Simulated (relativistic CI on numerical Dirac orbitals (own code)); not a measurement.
## Co2+ in a cubic cluster: 3p photoemission with charge transfer

Computed with a charge-transfer multiplet model of a cubic metal-ligand cluster with up to 3 ligand holes, Slater and spin-orbit integrals from Dirac-Coulomb-Breit ions, Slater integrals scaled by 0.8. The ground state mixes d7 with configurations of k ligand holes L, whose averages lie at kΔ + k(k − 1)U_dd/2; a core hole lowers each added d electron by U_cd. 20 K, Lorentzian 0.9 eV and Gaussian 0.8 eV FWHM.

Atomic integrals in eV (Slater integrals scaled, ζ unscaled), ground: F2dd 9.233, F4dd 5.731, zeta_d 0.063; with the core hole: F2dd 10.133, F4dd 6.331, zeta_d 0.070, zeta_core 1.221, F2cd 10.914, G1cd 13.498, G3cd 8.222.

Cluster parameters (eV): Δ = 3.6, U_cd = 8.7, 10Dq = 1.3, 10Dq(ligand) = 1.4, V(eg) = 2.25, V(t2g) = -1.22, final-state hopping factor = 1.

```
         Case   n_d    d7   d8L  d9L2  d10L3     S
U_dd = 5.7 eV  7.42  0.61  0.36  0.03   0.00  0.61
U_dd = 6.4 eV  7.41  0.61  0.36  0.03   0.00  0.63
U_dd = 7.8 eV  7.40  0.62  0.35  0.02   0.00  0.65
U_dd = 8.5 eV  7.39  0.63  0.35  0.02   0.00  0.66
U_dd = 9.9 eV  7.38  0.64  0.34  0.02   0.00  0.69
```

Weights, n_d and S are thermal averages at 20 K. Binding energies count from the first peak over 30 % of the highest in each spectrum, which can be another peak from case to case. The parameters are a model scan and need not match a compound or its usual spin state. Peaks in eV (height, largest 100):
- U_dd = 5.7 eV: 0.0 (100), 7.4 (49), 8.6 (51), 13.0 (33), 17.4 (20), 21.7 (11), 26.9 (7)
- U_dd = 6.4 eV: 0.0 (100), 8.6 (53), 13.2 (31), 17.5 (21), 26.7 (7)
- U_dd = 7.8 eV: 0.0 (100), 5.8 (41), 8.7 (54), 14.1 (28), 16.6 (20), 21.1 (10), 26.4 (7)
- U_dd = 8.5 eV: 0.0 (100), 5.8 (45), 9.0 (53), 14.4 (27), 16.7 (21), 21.8 (9), 26.0 (8)
- U_dd = 9.9 eV: 0.0 (100), 5.8 (50), 9.4 (51), 12.0 (31), 15.1 (26), 22.8 (9), 26.2 (8)

Curve for U_dd = 5.7 eV (points under 2 left out, the grid thinned):

(E (eV), Intensity): (-4.0, 2.7), (-3.2, 4.1), (-2.5, 6.4), (-1.7, 13.6), (-0.9, 45.0), (-0.1, 98.9), (0.6, 84.6), (1.4, 56.3), (2.2, 34.3), (3.0, 26.4), (3.7, 21.2), (4.5, 20.5), (5.3, 26.5), (6.0, 33.0), (6.8, 44.8), (7.6, 49.0), (8.4, 50.4), (9.1, 48.4), (9.9, 38.3), (10.7, 31.1), (11.5, 27.8), (12.2, 29.1), (13.0, 32.8), (13.8, 28.4), (14.5, 23.7), (15.3, 19.1), (16.1, 18.6), (16.9, 20.0), (17.6, 20.3), (18.4, 17.1), (19.2, 13.8), (20.0, 11.8), (20.7, 10.2), (21.5, 10.7), (22.3, 9.8), (23.0, 6.6), (23.8, 3.5), (24.6, 2.6), (25.4, 3.0), (26.1, 5.1), (26.9, 7.3), (27.7, 5.5), (28.5, 2.7), (29.2, 2.5), (30.0, 2.0)

For the case U_dd = 7.8 eV, Δ = 3.6 eV is smaller than U_dd = 7.8 eV, the charge-transfer side of the Zaanen-Sawatzky-Allen scheme. With the core hole the average of the configuration with one ligand hole lies at Δ − U_cd = -5.1 eV before mixing: it lies below the unscreened one, so the lowest final states are mostly screened and the unscreened weight appears at higher binding energy as a satellite.
